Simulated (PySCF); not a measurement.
Ionisation energy of Pd by level of theory

Pd [Kr] 4d10 (1S) → Pd⁺ [Kr] 4d9 (2D), as a difference of total energies. Computed with PySCF 2.14 in cc-pVDZ-PP with ECP28MDF, with scalar relativity through the core potential. Correlated levels: valence: 4s2 4p6 frozen. The calculations carry no spin-orbit coupling.

| method | ionisation energy (eV) |
| --- | --- |
| UHF | 6.283 |
| r2SCAN | 8.417 |
| BP86 | 8.894 |
| MP2 (valence) | 8.067 |
| SCS-MP2 (valence) | 7.880 |

Errors of the correlated levels include the incompleteness of this basis and the frozen core.

Task: Which method comes closest to the reference value, and which is furthest?

Result: The reference is 8.512 eV (measured; NIST levels, between the centres of gravity of the two terms). Closest: r2SCAN (error -0.095 eV); furthest: UHF (error -2.229 eV).
